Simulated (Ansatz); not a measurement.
```yaml
crystal:
  periodic: [false, false, false]
  atoms:
    - {symbol: C, position_ang: [-0.648964, 0.727060, -1.730449]}
    - {symbol: Ga, position_ang: [0.152072, -0.182718, -0.149843]}
    - {symbol: C, position_ang: [1.729467, 0.662334, 0.724883]}
    - {symbol: C, position_ang: [-0.195753, -2.110563, 0.135382]}
    - {symbol: O, position_ang: [-1.326482, 0.685927, 1.305787]}
    - {symbol: H, position_ang: [-0.606152, 1.817733, -1.653471]}
    - {symbol: H, position_ang: [-0.102700, 0.453659, -2.638384]}
    - {symbol: H, position_ang: [-1.690068, 0.430994, -1.891877]}
    - {symbol: H, position_ang: [1.849018, 0.335001, 1.762256]}
    - {symbol: H, position_ang: [1.683039, 1.755460, 0.708847]}
    - {symbol: H, position_ang: [2.647017, 0.378330, 0.200539]}
    - {symbol: H, position_ang: [0.010596, -2.409017, 1.165979]}
    - {symbol: H, position_ang: [0.445506, -2.713825, -0.514525]}
    - {symbol: H, position_ang: [-1.231498, -2.370781, -0.095649]}
    - {symbol: H, position_ang: [-0.830807, 1.248974, 1.909283]}
    - {symbol: H, position_ang: [-1.907091, 1.268736, 0.805642]}
basis:
  gaussian: {orbitals: aug-cc-pVTZ}
hamiltonian: {xc: {name: HF}}
correlation: {method: mp2, frozen_orbitals: {C: 9}}
output: {forces: true}
```

```sh
$ ansatz run in.yaml --threads 4 --pin off --events-out ev --progress --plain --max-ram 11315MiB
```

Output, abridged:

```
Functional definition: HF
Error: "frozen_orbitals" has no count for Ga
```

Q: What is wrong with this run?

A: Frozen orbitals are typed for one element alone, and the program wants a count for each. The program refused the input.
